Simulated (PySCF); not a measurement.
**Working out the excitation energy of As⁺**

As⁺ [Ar] 3d10 4s2 4p2 (3P) → As⁺ [Ar] 3d10 4s2 4p1 5s1 (3P). Computed with PySCF 2.14 in aug-cc-pwCVDZ-PP with ECP10MDF (6s5p4d1f, 48 functions), with scalar relativity through the core potential. Frozen: 3s2 3p6 3d10. Energies in hartree (1 hartree = 27.21139 eV):

```tsv
part	As⁺ (lower)	As⁺ (upper)
UHF	-330.851977	-330.501364
CCSD correlation	-0.063299	-0.062190
(T)	-0.000920	-0.001146
```

What does Hartree-Fock give?

(-330.501364) − (-330.851977) = 0.350613 hartree = 9.541 eV.

What do CCSD and CCSD(T) give?

The CCSD correlation energies differ by 0.001109 hartree = 0.030 eV and the triples by -0.000226 hartree = -0.006 eV, so CCSD gives 9.571 eV and CCSD(T) 9.565 eV.

A double-zeta basis recovers only part of the correlation energy.
